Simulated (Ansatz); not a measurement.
Correlation energies of C2H7AlBFO by basis set

```tsv
atom	x (Å)	y (Å)	z (Å)
B1	1.160	0.353	-0.644
C2	0.199	-1.081	-0.489
C3	-0.890	-0.326	-0.019
O4	-1.952	-0.136	-0.754
F5	1.293	0.806	0.817
Al6	-0.386	0.815	1.615
H7	0.631	1.248	-1.249
H8	2.232	0.000	-1.053
H9	0.103	-1.618	-1.437
H10	0.754	-1.629	0.270
H11	-1.931	-0.679	-1.561
H12	-0.265	-0.046	2.940
H13	-0.948	2.293	1.564
```

Total charge 0; spin multiplicity 1. The bonds changed during the relaxation, so this is another structure than the one it started from. All single points use the PBE0-D4/def2-TZVP geometry. It is one conformer, not always the lowest. Frozen core, restricted reference, the Gaussian-basis code of Ansatz. CBS rows extrapolate triple and quadruple zeta; past MP2 they add the triple-zeta difference.

| basis | HF (Eh) | MP2 corr. |
| --- | --- | --- |
| def2-SVP | -520.44006 | -0.80349 |
| def2-TZVPP | -520.85571 | -1.01501 |
| def2-QZVPP | -520.87611 | -1.09235 |

(1) Estimate the CCSD correlation energy and the (T) correction in each basis where they were run (hartree).

Answers

(1) 
```csv
basis,CCSD corr.,(T)
def2-SVP,-0.85850,-0.02377
def2-TZVPP,-1.05964,-0.04008
CBS(def2),-1.19426,as TZ
```
